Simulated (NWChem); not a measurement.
## Correlation energy of H$_{2}$O$_{2}$Zn

SMILES: [OH][Zn][OH]
```xyz
5

Zn     0.0000     0.0000     0.0066
O      0.2139     1.7522    -0.0711
H     -0.4050     2.2528     0.4695
O     -0.2139    -1.7522    -0.0711
H      0.4050    -2.2528     0.4695
```
Charge 0, spin multiplicity 1.

All runs are NWChem calculations. Structure: optimised with PBE0/def2-SVP, a minimum by its harmonic frequencies. It is one conformer; others weren't searched.

Basis set: def2-SVP. Each correlation energy counts from its own Hartree-Fock reference.

The correlated methods keep 11 core orbitals frozen. The structure started from a generated list of species. Coupled-cluster values serve here as a point of comparison, not as the truth.

| method | correlation energy (mHa) |
|---|---|
| MP2 | -686.9 |
| SCS-MP2 | -638.0 |
| CR-CCSD[T] | -687.1 |
| CR-CCSD(T) | -685.0 |
| CCSD | (withheld) |
| CCSD+T(CCSD) | -691.2 |
| CCSD(T) | (withheld) |

**Question.** Some entries are withheld; supply them.

**Answer.** 
- CCSD, correlation energy (mHa): -673.4
- CCSD(T), correlation energy (mHa): -688.5
